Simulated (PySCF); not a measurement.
Spectrum to structure. Method used: PySCF 2.14.0, density-fitted response routines, TDDFT PBE0/def2-SVPD, vertical, gas phase, core orbitals frozen in the response. Geometries: GFN2-xTB, one conformer each.

| state | E (eV) | f | main configurations (H = HOMO, L = LUMO) |
| --- | --- | --- | --- |
| S1 | 6.22 | 0.099 | H→L (92%) |
| S2 | 6.49 | 0.014 | H→L+1 (73%), H→L+2 (20%) |
| S3 | 6.67 | 0.023 | H→L+2 (72%), H→L+1 (21%) |
| S4 | 6.96 | 0.041 | H-1→L (91%) |
| S5 | 7.15 | 0.0092 | H→L+3 (88%) |
| S6 | 7.23 | 0.0030 | H-2→L (37%), H-2→L+1 (29%), H-1→L+1 (9%) |

Triplets computed (Tamm–Dancoff): 4.09, 6.29 eV.

Orbital energies (eV): HOMO-3 -8.53, HOMO-2 -8.39, HOMO-1 -8.11, HOMO -6.89, LUMO 0.12, LUMO+1 0.59, LUMO+2 0.78.

Question: Which candidate is it? All have the formula C7H9Cl.
A. `C(/C=C)=C1/[C@H](CC1)Cl`
B. `ClC[C@@]12CC=C[C@@H]1C2`
C. `Cl[C@]12C[C@@H]3[C@H](C1)[C@@H]3C2`

Answer: B. Its S1 lies at 6.22 eV; the nearest of the others has S1 at 5.11 eV. S1 is HOMO→LUMO (92%). Löwdin shares by element: HOMO carbon 76% or more (atoms not listed hold the other 24%); LUMO carbon 60% or more, chlorine 7% (atoms not listed hold the other 32%). At the same level the other candidates give, for their lowest levels:
- `Cl[C@]12C[C@@H]3[C@H](C1)[C@@H]3C2`: 7.43 eV (f 0.000 summed over 2 states); 7.48 eV (f 0.001 summed over 2 states); 7.89 eV (f 0.087 summed over 2 states); 8.09 eV (f 0.000 summed over 2 states); T1 6.88 eV; HOMO -8.06, LUMO 0.55 eV
- `C=C/C=C1/CC[C@@H]1Cl`: 5.11 eV (f 0.585); 5.72 eV (f 0.007); 5.87 eV (f 0.008); 6.27 eV (f 0.046); 6.56 eV (f 0.034); T1 2.92 eV; HOMO -6.65, LUMO -1.25 eV
